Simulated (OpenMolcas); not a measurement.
## Cr3+: ligand-field states by method

Cr3+ with its 6 nearest chloride ions at 2.461 Å, on the Y site of Cs2NaYCl6 (a = 10.7396 Å, distance in the model lattice 2.619 Å). The rest of the host is ab initio model potentials to 7.6 Å, with orthogonalisation functions on the cations behind the ligands, and point charges beyond; the distance is set by hand and nothing relaxes. Ligand basis ANO-RCC-VDZP.

```yaml
Program: OpenMolcas
Basis: ANO-RCC-VTZP [6s5p3d2f1g]
Scalar_Hamiltonian: DKH2, point nucleus
Active_space: 3 electrons in 5 orbitals (3d)
State_averaging: 2S+1 = 4 even, 10 roots; 2S+1 = 2 even, 40 roots
Spin-orbit_coupling: state interaction with AMFI integrals over the reference wave functions
```

I. CASSCF
II. SS-CASPT2, IPEA 0.25 Eh, imaginary shift 0.1 Eh (closed shells correlated: 3s 3p and the ligand valence shells)

Spin-free states (labels of O, the rotations of Oh) in cm-1, each column counted from its own energy of the first state listed:

```json
{"State": "4A2", "Degeneracy": "1", "I": "0", "II": "0"}
{"State": "4T2", "Degeneracy": "3", "I": "9486", "II": "11960"}
{"State": "4T1", "Degeneracy": "3", "I": "15804", "II": "17500"}
{"State": "2E", "Degeneracy": "2", "I": "19120", "II": "12890"}
{"State": "2T1", "Degeneracy": "3", "I": "20045", "II": "13730"}
{"State": "2T2", "Degeneracy": "3", "I": "25304", "II": "19070"}
{"State": "2A1", "Degeneracy": "1", "I": "25699", "II": "21410"}
{"State": "2T2", "Degeneracy": "3", "I": "28172", "II": "23410"}
{"State": "4T1", "Degeneracy": "3", "I": "28361", "II": "27050"}
{"State": "2T1", "Degeneracy": "3", "I": "29353", "II": "25600"}
{"State": "2E", "Degeneracy": "2", "I": "31668", "II": "26510"}
{"State": "2T1", "Degeneracy": "3", "I": "33654", "II": "29110"}
{"State": "2T2", "Degeneracy": "3", "I": "37992", "II": "37060"}
{"State": "2T1", "Degeneracy": "3", "I": "38071", "II": "38150"}
{"State": "2E", "Degeneracy": "2", "I": "45097", "II": "46380"}
{"State": "2A2", "Degeneracy": "1", "I": "45468", "II": "37100"}
{"State": "2T2", "Degeneracy": "3", "I": "46321", "II": "38040"}
{"State": "2T1", "Degeneracy": "3", "I": "49818", "II": "44630"}
{"State": "2E", "Degeneracy": "2", "I": "68290", "II": "57170"}
{"State": "2T2", "Degeneracy": "3", "I": "69214", "II": "60310"}
```

From I to II, I's first state of the same spin (4T2) moves from 9486 to 11960 cm-1, by about +2500 cm-1.

From I to II, I's first state of another spin (2E) moves from 19120 to 12890 cm-1, by about -6200 cm-1.

χT at 300 K: I 1.82, II 1.83 cm3 K/mol.

Roots that are degenerate in the reference are averaged as groups; the widest CASPT2 spread within a group is 450 cm-1 (the 3-fold group of multiplicity 2 near 60300 cm-1 above the lowest state of its run, II). Shifts and gaps below about the spread of the groups concerned are not significant. Over all roots computed the reference weight is 0.65 to 0.67 in II; a low but even weight reflects the number of correlated electrons. Ligand-to-metal charge-transfer states are missing. With no ligand orbital active B as a rule stays too high, so bands that hang on it stand too high and its fall with covalency is understated. Without dynamic correlation the repulsion within the d shell is too large (B by tens of per cent), so at a given field states of lower spin stand too high (holds for I). With metal d orbitals alone and no dynamic correlation the field as a rule comes out too small, by tens of per cent, by up to half for chloride and softer ligands (holds for I). These CASPT2 states fit no ligand-field parameters well, so their order and spin gaps are uncertain (holds for II). With one d shell and no ligand orbital active, 10Dq can be off by a tenth or more (holds for II). No measured value stands beside these numbers; the geometry was set by hand and not optimised.
